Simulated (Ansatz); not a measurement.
`C=C[C](=C)[AlH2]` → `CC1=[C]([AlH2])C1`  (isomerisation)

Computed with Ansatz on PBE0-D4/def2-TZVP structures; ΔE is electronic, products minus reactants. CCSD(T)/CBS is the MP2 limit (def2-TZVPP, def2-QZVPP) plus CCSD(T) − MP2 in def2-TZVPP, frozen cores. Functionals use def2-TZVPP. B3LYP here is the variant with VWN-RPA as its local correlation; programs differ in this. One conformer a species, not always the lowest.

`C=C[C](=C)[AlH2]`:

Z-matrix (Å, degrees):
```
C
C 1 1.333
H 1 1.086 2 121.7
H 1 1.083 2 121.4 3 180.0
C 2 1.460 1 125.2 3 -0.0
H 2 1.092 1 118.6 3 -180.0
Al 5 1.952 2 125.8 1 0.2
C 5 1.344 2 119.4 1 -179.9
H 7 1.588 5 123.6 2 0.1
H 7 1.587 5 115.8 2 -179.9
H 8 1.086 5 122.2 2 180.0
H 8 1.091 5 122.0 2 0.0
```

`CC1=[C]([AlH2])C1`:

Cartesian coordinates in Å:
```
C 0.398 -1.902 -0.017
C -0.009 -0.527 -0.321
C -0.129 0.719 0.054
Al 0.098 2.058 1.396
C -0.592 0.338 -1.359
H 1.148 -2.241 -0.738
H -0.457 -2.579 -0.117
H 0.806 -1.990 0.991
H 0.730 1.646 2.792
H -0.341 3.553 1.111
H -1.660 0.285 -1.575
H 0.010 0.639 -2.217
```

```csv
level,ΔE (kcal/mol),difference from CCSD(T)/CBS
ωB97M-V,18.9,-2.2
B2PLYP,20.5,-0.6
r2SCAN,18.2,-2.9
PBE0,16.3,-4.8
B3LYP,20.8,-0.3
HF/def2-QZVPP,22.7,1.6
SCS-MP2/def2-QZVPP,19.2,-1.9
HF/CBS(def2),22.7,1.6
MP2/CBS(def2),17.7,-3.4
CCSD/CBS(def2),20.7,-0.4
CCSD(T)/CBS,21.1,0
```

Largest T1 diagnostic among the species: 0.012.

In def2-TZVPP, CCSD(T) changes the Hartree–Fock value by −1.4 kcal/mol (the triples alone add +0.5 kcal/mol) and MP2 by −4.9 kcal/mol. The D4 term adds +1.0 kcal/mol with B3LYP and +0.5 kcal/mol with PBE0; it sums over pairs of atoms, weighted by their polarisabilities, and B3LYP, whose exchange is more repulsive, gets the larger term. From PBE to PBE0 (25 % exact exchange), in def2-TZVPP and without D4, ΔE moves by −0.8 kcal/mol.
